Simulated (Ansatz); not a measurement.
C3H9NSi can be A, `CNC1C[SiH2]1`, or B, `CCC(=N)[SiH3]`.

Computed with Ansatz on PBE0-D4/def2-TZVP structures; ΔE is electronic, products minus reactants. CCSD(T)/CBS is the MP2 limit (def2-TZVPP, def2-QZVPP) plus CCSD(T) − MP2 in def2-TZVPP, frozen cores. DFT in def2-TZVPP. B3LYP here is the variant with VWN-RPA as its local correlation; programs differ in this. One conformer a species, not always the lowest.

Question: Which isomer does CCSD(T)/CBS put lower? Give the gap. (Estimate.)

Answer: Ansatz gave: B, by 86.7 kJ/mol.

Question: Give E(B) − E(A) in kJ/mol with CCSD/def2-TZVPP, B3LYP-D4, PBE0-D4, B2PLYP, PBE-D4, LDA (SPW92), CCSD(T)/def2-TZVPP. (Best estimate.)

Answer: The calculation gave: CCSD/def2-TZVPP -91.2, B3LYP-D4 -92.4, PBE0-D4 -70.0, B2PLYP -89.9, PBE-D4 -73.4, LDA (SPW92) -46.9, CCSD(T)/def2-TZVPP -90.8. None reverses the order clearly.

Question: Does the order hold for the free energy at 298.15 K (harmonic terms from PBE0-D4)? (Estimate.)

Answer: Ansatz gave: Yes: G(B) − G(A) = -98.6 kJ/mol, for one conformer each.

Largest T1 diagnostic: 0.012.

From PBE to PBE0 (25 % exact exchange), in def2-TZVPP and without D4, E(B) − E(A) moves by +3.4 kJ/mol. Leaving LDA and LC-ωPBE aside and taking each functional with its dispersion term where it has one, the values, not all of them listed here, spread over 28.1 kJ/mol, from BLYP-D4 to HSE06-D4. LDA lies +25.6 kJ/mol from PBE without D4.
